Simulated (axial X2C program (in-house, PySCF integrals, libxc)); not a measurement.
# Levels of AuF⁻ by electron attachment to AuF (EOM-EA-CCSD)

Calculated with an axial X2C code built on PySCF integrals: two-component X2C with atomic mean-field Coulomb and Gaunt terms, Gaussian nuclei, basis Au dyall-acv3z, F dyall-av3z with contracted cores.

R = 2.098 Å (1.090 times 1.925 Å, the PBE0 minimum at charge 0 for the lowest determinant).

Levels of AuF⁻ obtained by attaching an electron to AuF:

```csv
Ω,binding energy (eV),above lowest (cm⁻¹),attached spinor,one-particle weight
1/2,2.020,0,"66% Au sσ, 20% Au pσ, 7% F pσ",0.95
1/2,-0.298,18690,98% Au pπ,1.00
3/2,-0.311,18797,98% Au pπ,1.00
1/2,-0.328,18935,"83% Au pσ, 16% Au sσ",1.00
1/2,-0.837,23043,"78% Au sσ, 19% Au pσ",0.99
1/2,-1.108,25227,89% Au pπ,0.98
```

Q: What is the splitting of the first π pair in the table, and is it regular or inverted?

A: E(3/2) − E(1/2) = 18797 − 18690 = 107 cm⁻¹ at EOM-EA-CCSD: regular, Ω = 1/2 lower. Splittings at this level can be off by ten to twenty per cent.

Negative binding energies belong to unbound states, resonances or levels that the basis set holds; within some tenths of an eV of zero the sign is not settled.

This point took 29 s on 1 thread of Arm Neoverse V2 (shared host).

Reference electrons by ω block (each with its −ω partner): 1/2: 25, 3/2: 13, 5/2: 5, 7/2: 1. 18 electrons of AuF correlated (inner shells frozen), 84 natural virtual spinors (a truncated set); levels can be off by some tenths of an eV. Roots sought by Ω: (1/2: 5, 3/2: 4, 5/2: 2, 7/2: 1); rows need 60 % one-particle weight and stop where some Ω has no more roots. Missing are any skipped roots, higher Ω and states of a further excitation; these come out far too high here and may in truth be low or lowest. T1 of the reference 0.038 (Lee–Taylor). Number of frozen shells: Au 5 s, 4 p, 2 d, 1 f; F 1 s. Large amplitudes in the reference (orbital relaxation or multireference character) lower the reliability.
